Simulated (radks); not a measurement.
Ionisation of the germanium ion Ge+, [Ar] 3d10 4s2 4p1, to [Ar] 3d10 4s2 as the strength of local exchange is varied. Calculated with a radial shooting solver on a logarithmic mesh with Libxc functionals: scalar-relativistic Kohn-Sham, Slater X-alpha exchange (alpha = 2/3 is LDA exchange), no correlation, spin-polarised, spherical densities, finite nucleus; open shells are filled with parallel spins first; Fermi nuclear charge, rms radius 4.0742 fm.

alpha  E(Ge+) (hartree)  exchange (hartree)  IE (eV)  -e of the level emptied (eV)  <r> of it (bohr)
0.637       -2089.53530           -70.05723   14.580                   10.608 (4p)             2.599
0.667       -2092.84034           -73.47288   14.871                   10.890 (4p)             2.575
0.686       -2094.93623           -75.64150   15.056                   11.070 (4p)             2.561
0.735       -2100.35112           -81.25345   15.539                   11.541 (4p)             2.525
0.843       -2112.33519           -93.72026   16.629                   12.611 (4p)             2.450
0.878       -2116.23342           -97.78919   16.990                   12.967 (4p)             2.427

NIST Atomic Spectra Database: 15.935 eV (measured). The Delta-SCF value meets it near alpha = 0.77. Open shells are spherical and high-spin; term and fine-structure splittings are not resolved.
